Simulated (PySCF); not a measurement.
Input file for PySCF: R-MP2/6-31G* on H2 (SMILES [H][H]) with ghost functions, monomers drawn apart or pushed together.

```python
from pyscf import gto, scf, dft, mp
from pyscf.data.elements import chemcore

mol = gto.M(
    atom='''
    H     0.17089194    0.27060755    2.33447069
    H     0.26124845   -0.05561658    2.99796186
    ghost-C   -0.44483365   -0.67094045   -0.35147418
    ghost-F   -0.20248953    0.62266990    0.09831044
    ghost-H    0.10371682   -0.82652412   -1.28111512
    ghost-H   -0.10544192   -1.37532102    0.40875581
    ghost-H   -1.51571776   -0.78801950   -0.52142529
    ''',
    basis='6-31g*',
    cart=True,
    charge=0, spin=0, verbose=3, max_memory=1800)
mf = scf.RHF(mol)
mf.conv_tol = 1e-8
mf.max_cycle = 100
mf.kernel()
if not mf.converged:
    mf = mf.newton().run(mf.mo_coeff, mf.mo_occ)
pt = mp.MP2(mf, frozen=chemcore(mol)).run()
```

Q: Predict the final total energy.

A: -1.1442 hartree.
